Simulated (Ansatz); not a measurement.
`C[SiH]([GeH3])C#N` + H–F → `C[SiH](F)[GeH3]` + `C#N` at 600 K and 1 bar (ligand exchange at the Si–C bond).

Calculated with Ansatz (gas phase, PBE0-D4/def2-TZVP geometries, no zero-point term in ΔE). CCSD(T)/CBS adds triple-zeta CCSD(T) − MP2 to the extrapolated MP2 energy (def2 sets, frozen cores). This one scheme is used for every species. For Ge outer-core shells are correlated without core-valence functions, which leaves a few kJ/mol of doubt a bond. Scalar relativity is left out up to krypton.

```
            species  CCSD(T)/CBS energy (Eh)  H − E (kJ/mol)  S (J/(mol·K))
`C[SiH]([GeH3])C#N`              -2500.21357           278.7          499.7
                H–F               -100.39570            42.3          194.0
  `C[SiH](F)[GeH3]`              -2507.31933           254.7          462.4
              `C#N`                -93.32098            64.3          228.4
```

H − E and S are ideal-gas, rigid-rotor, harmonic terms from PBE0-D4/def2-TZVP, for one conformer and one mirror image of each species. 1 Eh = 2625.50 kJ/mol, R = 8.31446 J/(mol·K).

By hand: ΔE, ΔH, ΔS and ΔG.

ΔE = (-2507.31933) + (-93.32098) − (-2500.21357) − (-100.39570) = -0.03104 Eh = -81.5 kJ/mol. Δ(H − E) = 254.7 + 64.3 − 278.7 − 42.3 = -2.0, so ΔH = -83.5 kJ/mol. ΔS = 462.4 + 228.4 − 499.7 − 194.0 = -2.9 J/(mol·K). ΔG = -83.5 − 600 × (-2.9)/1000 = -81.8 kJ/mol.

By hand: the equilibrium constant, and the temperature at which ΔG would vanish if ΔH and ΔS stayed fixed.

log₁₀ K = −ΔG/(RT ln 10) = 7.1. ΔG = 0 at ΔH/ΔS = 28793 K, far beyond where these terms or the molecules hold.

The number of gas molecules stays the same, so ΔS is small and ΔH decides. A doubt of 5 kJ/mol in ΔE shifts log₁₀ K by 0.4 here. Other conformers and mirror images would add mixing entropy, several J/(mol·K) or more a flexible species. These are equilibria of isolated gas molecules and say nothing of rates. Largest T1 diagnostic: 0.014 (customary marks: 0.02 for closed shells, 0.045 for open ones).
